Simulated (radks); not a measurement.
Dy55+, 11 electrons, occupied as [Ne] 3s1. Method: scalar-relativistic Kohn-Sham, PBEsol, spin-polarised, spherical densities, point nucleus; open shells are filled with parallel spins first (spin-orbit coupling, left out, can overturn this in heavy ions); computed with a radial shooting solver on a logarithmic mesh with Libxc functionals.

Unscreened Slater integrals over Kohn-Sham orbitals (hartree). They are taken over the spin-up orbitals.

\begin{tabular}{lr}
integral & value \\ \hline
F0(3s,3s) & 4.2533 \\
F0(3s,2p) & 5.5579 \\
G1(3s,2p) & 0.59243 \\
F0(3s,2s) & 5.4446 \\
G0(3s,2s) & 0.47591 \\
F0(3s,1s) & 6.4280 \\
G0(3s,1s) & 0.34908 \\
F0(2p,2p) & 11.687 \\
F2(2p,2p) & 5.5472 \\
F0(2p,2s) & 10.796 \\
G1(2p,2s) & 6.1486 \\
F0(2p,1s) & 15.895 \\
G1(2p,1s) & 3.0568 \\
F0(2s,2s) & 10.236 \\
F0(2s,1s) & 14.469 \\
G0(2s,1s) & 1.4762 \\
F0(1s,1s) & 44.905 \\
\end{tabular}
